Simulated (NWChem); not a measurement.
# SiH₂OCl₂; SMILES O[SiH](Cl)Cl

```xyz
6

Si    -0.4289     0.4192     0.0000
O     -1.8976    -0.3113     0.0000
Cl     0.6627    -0.1246     1.6559
Cl     0.6627    -0.1246    -1.6559
H     -0.6599     1.8734     0.0000
H     -1.9368    -1.2732     0.0000
```
Atoms are numbered in this order, from 1.

Computed with NWChem. Geometry optimised at PBE0/def2-SVP; all other runs use it. 

```tsv
quantity	level	value
isotropic polarisability (bohr³), static	PBE/def2-SVPD	(withheld)
vertical, lowest excitation, singlet (eV)	PBE/def2-SVPD, TDA	(withheld)
dipole in solution (D) in water	PBE0/def2-SVP, SMD	1.36
vertical ionisation energy, ΔSCF (eV)	PBE/def2-SVP	10.72
dipole (D)	PBE0/def2-SVP	1.11
highest harmonic frequency (cm⁻¹)	PBE0/def2-SVP	(withheld)
```

Question: Fill in the missing entries.

Answer: 
- isotropic polarisability (bohr³), static, value: 58.9
- vertical, lowest excitation, singlet (eV), value: 7.02
- highest harmonic frequency (cm⁻¹), value: 3925
